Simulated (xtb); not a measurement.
xtb input (GFN2-xTB):

```bash
xtb mol.xyz --gfn 2 --sp --chrg -1 --uhf 0
```
mol.xyz:
```
5

O      1.13736079    -0.02253897    -0.15269099
Si    -0.41275669     0.00817956     0.05541270
H     -1.11644648     1.35398731    -0.12016426
H     -0.94388921    -0.41235085     1.42590805
H     -1.25995700    -0.87583855    -0.85999361
```

End of the output:

```
         :::::::::::::::::::::::::::::::::::::::::::::::::::::
         ::                     SUMMARY                     ::
         :::::::::::::::::::::::::::::::::::::::::::::::::::::
         :: total energy              -7.577786629145 Eh    ::
         :: gradient norm              0.040669966430 Eh/a0 ::
         :: HOMO-LUMO gap              7.391877513949 eV    ::
         ::.................................................::
         :: SCC energy                -7.616439127976 Eh    ::
         :: -> isotropic ES            0.170175844210 Eh    ::
         :: -> anisotropic ES          0.013345824194 Eh    ::
         :: -> anisotropic XC         -0.000701647162 Eh    ::
         :: -> dispersion             -0.003517469057 Eh    ::
         :: repulsion energy           0.038652498830 Eh    ::
         :: add. restraining           0.000000000000 Eh    ::
         :: total charge              -1.000000000000 e     ::
         :::::::::::::::::::::::::::::::::::::::::::::::::::::

           -------------------------------------------------
          |                Property Printout                |
           -------------------------------------------------

    * Orbital Energies and Occupations

         #    Occupation            Energy/Eh            Energy/eV
      -------------------------------------------------------------
         1        2.0000           -0.4692049             -12.7677
         2        2.0000           -0.3477197              -9.4619
         3        2.0000           -0.2090787              -5.6893
         4        2.0000           -0.2090787              -5.6893
         5        2.0000           -0.2072423              -5.6394
         6        2.0000           -0.1675177              -4.5584
         7        2.0000           -0.1675177              -4.5584 (HOMO)
         8                          0.1041288               2.8335 (LUMO)
         9                          0.1041288               2.8335
        10                          0.1258990               3.4259
        11                          0.2523757               6.8675
        12                          0.2523757               6.8675
        13                          0.5254154              14.2973
        14                          0.8475331              23.0625
Note: The following floating-point exceptions are signalling: IEEE_DENORMAL
normal termination of xtb
        15                          0.8475331              23.0625
        16                          1.0285226              27.9875
      -------------------------------------------------------------
                  HL-Gap            0.2716465 Eh            7.3919 eV
             Fermi-level           -0.0316944 Eh           -0.8624 eV

     #   Z          covCN         q      C6AA      α(0)
     1   8 O        0.771    -0.602    26.213     6.862
     2  14 Si       3.448     0.429   105.021    19.978
     3   1 H        0.892    -0.276    18.821     6.789
     4   1 H        0.892    -0.276    18.821     6.789
     5   1 H        0.892    -0.276    18.821     6.789

 Mol. C6AA /au·bohr⁶  :        789.481470
 Mol. C8AA /au·bohr⁸  :      23496.085000
 Mol. α(0) /au        :         47.207139

Wiberg/Mayer (AO) data.
largest (>0.10) Wiberg bond orders for each atom

 ---------------------------------------------------------------------------
     #   Z sym  total        # sym  WBO       # sym  WBO       # sym  WBO
 ---------------------------------------------------------------------------
     1   8 O    2.033 --     2 Si   1.925
     2  14 Si   4.409 --     1 O    1.925     4 H    0.828     3 H    0.828
                             5 H    0.828
     3   1 H    0.924 --     2 Si   0.828
     4   1 H    0.924 --     2 Si   0.828
     5   1 H    0.924 --     2 Si   0.828
 ---------------------------------------------------------------------------

Topologies differ in total number of bonds
Writing topology from bond orders to xtbtopo.mol

molecular dipole:
                 x           y           z       tot (Debye)
 q only:        0.103      -0.002      -0.014
   full:       -0.399       0.008       0.054       1.023
molecular quadrupole (traceless):
                xx          xy          yy          xz          yz          zz
 q only:       -3.428       0.103       1.760       0.697      -0.014       1.668
  q+dip:       -3.313       0.099       1.700       0.673      -0.013       1.612
   full:       -5.006       0.150       2.570       1.017      -0.020       2.436

           -------------------------------------------------
          | TOTAL ENERGY               -7.577786629145 Eh   |
          | GRADIENT NORM               0.040669966430 Eh/α |
          | HOMO-LUMO GAP               7.391877513949 eV   |
           -------------------------------------------------

------------------------------------------------------------------------
------------------------------------------------------------------------
 total:
 SCF:
```
